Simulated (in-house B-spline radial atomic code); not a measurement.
Ionising Zn IX (Zn8+) with different functionals

Computed with an all-electron radial atomic-structure program (B-spline basis): non-relativistic Hamiltonian, point nucleus, spin-polarised at highest spin, spherical fractional occupations for the functionals, and exact exchange of hybrids averaged over the configuration. The ionisation energy is the difference of two self-consistent energies, [Ar] 3d4 → [Ar] 3d3, without Breit or QED terms; ε is the level of the shell that loses the electron (its least bound occupied spin orbital).

```tsv
method	rung	ΔSCF (eV)	-ε(3d) (eV)
PBE0	global hybrid	206.17	194.57
B3LYP	global hybrid	206.21	193.67
TPSSh	global hybrid	205.97	191.66
M06-2X	global hybrid	?	?
BHandHLYP	global hybrid	206.17	199.12
r2SCAN0	global hybrid	206.76	195.29
B97-1	global hybrid	?	?
HSE06	range-separated hybrid	206.06	194.05
wB97X	range-separated hybrid	205.75	196.22
CAM-B3LYP	range-separated hybrid	206.14	195.68
LC-wPBE	range-separated hybrid	205.98	195.66
```

(1) What does B97-1 give?

(2) What does M06-2X give?

(3) Among the functionals, which spreads more, the ΔSCF values or the orbital energies?

(4) How do they compare with the NIST value?

Results:

(1) ΔSCF 206.11 eV, and -ε(3d) = 193.76 eV.

(2) ΔSCF 205.98 eV, and -ε(3d) = 199.59 eV.

(3) The orbital energies: ΔSCF values span about 1.01 eV and the orbital energies 7.93 eV; here energy differences depend much less on the functional than eigenvalues do.

(4) NIST lists 203 eV ± 2 (semi-empirical, ground level to ground level). Errors run from +2.75 to +3.76 eV; all lie within about twice that uncertainty, so the table can't rank the methods.
